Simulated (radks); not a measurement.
Results of a calculation; reference values are marked as such.
The mean radii <r> (bohr) of the occupied orbitals of an atom or ion are listed with their occupations. Level of theory: scalar-relativistic Kohn-Sham, PBEsol, spin-polarised, spherical densities, point nucleus (a radial shooting solver on a logarithmic mesh with Libxc functionals).

| orbital | occ. | <r> |
|---|---|---|
| 1s up | 1 | 0.02037 |
| 1s down | 1 | 0.02037 |
| 2s up | 1 | 0.08648 |
| 2s down | 1 | 0.08648 |
| 2p up | 3 | 0.07673 |
| 2p down | 3 | 0.07673 |
| 3s up | 1 | 0.2254 |
| 3s down | 1 | 0.2254 |
| 3p up | 3 | 0.2246 |
| 3p down | 3 | 0.2245 |
| 3d up | 5 | 0.2039 |
| 3d down | 5 | 0.2038 |
| 4s up | 1 | 0.5082 |
| 4s down | 1 | 0.5083 |
| 4p up | 3 | 0.5392 |
| 4p down | 3 | 0.5393 |
| 4d up | 5 | 0.5838 |
| 4d down | 5 | 0.5842 |
| 5s up | 1 | 1.251 |
| 5s down | 1 | 1.255 |
| 5p up | 3 | 1.492 |
| 5p down | 3 | 1.495 |
| 4f up | 7 | 0.8210 |
| 6s up | 1 | 3.582 |
| 4f down | 5 | 0.8338 |

Name the element and its charge. Open shells, if any, are filled with parallel spins first.

Answer. Z = 68, erbium, charge +1: Er+ in [Xe] 4f12 6s1. The 1s radius gives Z: for a bare nucleus <r> = (2 gamma + 1)/(2Z) with gamma = sqrt(1 - (Z/c)^2), 0.02012 bohr for Z = 68, and screening makes it slightly larger (0.02037 here). The occupations add up to 67, and the charge is Z minus that.
